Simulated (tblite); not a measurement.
Species: C5H5ClF (charge +1).
Geometry (GFN2-xTB, Å), atoms numbered from 1 in this order:
```
atom  x, y, z in Å
C1     0.2756    2.5143   -0.3424
C2     0.1869    1.3254   -0.1707
C3     0.0689   -0.0604    0.0275
C4    -0.9767   -0.7724   -0.7752
F5    -0.9821   -2.0983   -0.4943
C6     0.6855   -0.7203    1.1938
Cl7    1.8655   -0.9917   -0.1457
H8     0.3367    3.5585   -0.4820
H9    -0.8369   -0.6453   -1.8562
H10   -1.9615   -0.3622   -0.4969
H11    1.0971   -0.0947    1.9806
H12    0.2424   -1.6536    1.5354
```

Computed values, GFN2-xTB/tblite, gas phase, harmonic and unscaled. Errors from tens to a few hundred cm⁻¹ against measured bands are possible. One conformer, not necessarily the lowest.

Harmonic wavenumbers (cm⁻¹): 88.1, 133.2, 144.2, 193.3, 237.8, 286.4, 464.0, 465.9, 484.8, 620.5, 694.1, 705.6, 796.7, 891.7, 930.1, 949.9, 1080.6, 1098.0, 1148.7, 1204.8, 1247.4, 1309.0, 1373.4, 1381.6, 2214.4, 2873.8, 2930.7, 3007.7, 3041.2, 3330.2.

A = 2752, B = 1940, C = 1336 MHz; mass 119.006 u (most abundant isotopes); point group C1, symmetry number 1.

**Question.** Zero-point energy?

**Answer.** Half the sum of the wavenumbers: 17664 cm⁻¹ = 211.30 kJ/mol.

**Question.** Give the ideal-gas entropy at 298.15 K and 1 bar in the rigid-rotor, harmonic-oscillator model (classical rotation).

**Answer.** Translation 168.46, rotation 118.00, vibration 79.51: S = 366.0 J/(mol K).

**Question.** And Cp and H(298.15 K) − H(0)?

**Answer.** Cp = 122.56 J/(mol K), of which vibrations give 89.30 (their classical limit is 30 R = 249.4); H(298.15 K) − H(0) = 23.22 kJ/mol without the zero-point energy, 13.31 from vibrations.

**Question.** Blend soft modes into free rotors: weight 1/[1 + (100 cm⁻¹/ν̃)⁴] for the oscillator and the rest for a rotor with moment μB/(μ + B), μ = h/(8π²ν), B = 10⁻⁴⁴ kg m². What vibrational entropy results?

**Answer.** 77.16 J/(mol K) in place of 79.51, which changes −T·S at 298.15 K by +0.70 kJ/mol.

**Question.** Which modes carry the vibrational entropy at 298.15 K?

**Answer.** 88.1 cm⁻¹: 15.49; 133.2 cm⁻¹: 12.13; 144.2 cm⁻¹: 11.50; 193.3 cm⁻¹: 9.19; 237.8 cm⁻¹: 7.61; 286.4 cm⁻¹: 6.26 J/(mol K); the other 24 give 17.34 together.

**Question.** How do the functions run with temperature in this model?

**Answer.** 
```tsv
T (K)	S (J/(mol K))	Cp (J/(mol K))	H − H(0) (kJ/mol)	G − H(0) (kJ/mol)	ln q(vib)
150	298.0	79.8	8.20	-36.50	1.56
250	345.6	109.0	17.64	-68.76	3.33
400	405.7	148.2	37.05	-125.22	6.02
600	473.2	184.4	70.60	-213.32	9.51
900	554.7	217.0	131.26	-368.01	14.31
```

q(vib) and H(0) count from the zero-point level.

**Question.** What must be added to the electronic energy to get the Gibbs energy at 298.15 K and 1 bar?

**Answer.** ZPE + [H(298.15 K) − H(0)] − T·S = 211.30 + 23.22 − 109.11 = 125.41 kJ/mol.

Hindered rotation and anharmonicity are outside this model. Other conformers, if any are populated, would add a mixing term that is left out. The structure is chiral; the term R ln 2 for an equal mix with its mirror image is left out.
